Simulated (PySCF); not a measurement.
Electronic absorption of InEt2(NMe2)

Species: InEt2(NMe2), C₆H₁₆InN.
SMILES: `C[CH2][In]([CH2]C)[N](C)C`

Computed, not measured: TDDFT CAM-B3LYP/def2-SVPD, vertical, gas phase, core orbitals frozen in the response, def2 core potentials past Kr (PySCF 2.14.0, density-fitted response routines). The structure is a single PBE0-D3(BJ)/def2-SVP conformer in the gas phase; no vibrational or solvent corrections. Spin–orbit coupling is left out.

| state | E (eV) | λ (nm) | f | \|μ\| (D) | main configurations (H = HOMO, L = LUMO) |
| --- | --- | --- | --- | --- | --- |
| S1 | 4.42 | 280.4 | 0.115 | 2.62 | H→L (96%) |
| S2 | 4.65 | 266.4 | 0.0082 | 0.68 | H→L+1 (80%), H→L+3 (13%) |
| S3 | 4.94 | 251.1 | 0.0007 | 0.20 | H-1→L (97%) |
| S4 | 5.70 | 217.7 | 0.0025 | 0.34 | H-2→L (66%), H→L+2 (25%) |
| S5 | 5.77 | 215.0 | 0.040 | 1.35 | H→L+2 (61%), H-2→L (24%) |
| S6 | 5.84 | 212.4 | 0.187 | 2.90 | H-1→L+1 (87%) |
| S7 | 6.17 | 201.1 | 0.0002 | 0.09 | H→L+4 (56%), H→L+3 (24%), H→L+7 (9%) |
| S8 | 6.18 | 200.5 | 0.0026 | 0.33 | H→L+3 (38%), H→L+4 (22%), H→L+1 (17%) |
| S9 | 6.50 | 190.6 | 0.055 | 1.49 | H-2→L+1 (83%) |
| S10 | 6.74 | 184.0 | 0.0013 | 0.23 | H→L+6 (50%), H→L+9 (26%) |

Triplets, Tamm–Dancoff:

```csv
state,E (eV),λ (nm),"main configurations (H = HOMO, L = LUMO)"
T1,3.56,348.5,H→L (94%)
T2,4.42,280.4,"H→L+1 (68%), H→L+3 (18%)"
T3,4.71,263.2,H-1→L (96%)
T4,4.93,251.4,"H-1→L+1 (67%), H-1→L+2 (16%)"
```

The lowest singlet comes at 280 nm (427 kJ/mol) in the ultraviolet; it is of moderate strength; its leading configuration is HOMO→LUMO (96%). The most intense listed level is S6 at 5.84 eV (212 nm, f = 0.187), 1.41 eV above S1. Löwdin shares by element: HOMO nitrogen 57%, carbon 21% or more, indium 6% (atoms not listed hold the other 16%); LUMO indium 56%, carbon 13% or more, nitrogen 8% (atoms not listed hold the other 24%). The listed states span 2.32 eV, and the widest gap between neighbours is 0.76 eV (S3 to S4). Of the 10 states listed, 4 reach f = 0.01 and 1 stays under 0.0005. The window holds the lowest 10 singlets.

Time: 2.5 min wall (with the writing of density and orbital grids); peak memory 1.8 GiB. Hardware: Arm Neoverse V2, one thread, no GPU (shared host).
